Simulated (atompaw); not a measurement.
**u(r) = r·R(r): atom against pseudo-atom (dysprosium (Dy))**

Columns: radius, all-electron u(r) and pseudo u(r) of the 5d shell (level -2.05 eV) of dysprosium in the configuration [Kr] 4d10 4f10 5s2 5p6 5d0 6s2 6p0; LDA (PW92), non-relativistic, PAW (atompaw) scheme, atompaw 4.2.0.5.

```
r (bohr)  all-electron  pseudo
   0.104        0.1346  0.0004
   0.208        0.0763  0.0028
   0.312       -0.1131  0.0094
   0.415       -0.2203  0.0215
   0.519       -0.2185  0.0406
   0.623       -0.1451  0.0671
   0.727       -0.0398  0.1010
   0.831        0.0722  0.1417
   0.935        0.1775  0.1881
   1.038        0.2694  0.2381
   1.142        0.3476  0.2906
   1.246        0.4117  0.3431
   1.350        0.4626  0.3937
   1.454        0.5020  0.4402
   1.558        0.5316  0.4812
   1.662        0.5530  0.5154
   1.765        0.5674  0.5419
   1.869        0.5762  0.5612
   1.973        0.5805  0.5732
   2.077        0.5809  0.5786
   2.181        0.5783  0.5787
   2.285        0.5733  0.5745
   2.388        0.5664  0.5674
   2.492        0.5580  0.5585
   2.596        0.5484  0.5485
   2.700        0.5379  0.5379
```

How many radial nodes do the two functions have?

The all-electron 5d function has n − l − 1 = 2; the pseudo-wave has 0, since the states of the same l below it are removed with the core.

Is the pseudo-wave norm-conserving?

No, it belongs to a PAW set: the norm inside the radius is not constrained, and the difference is carried by the augmentation charge.
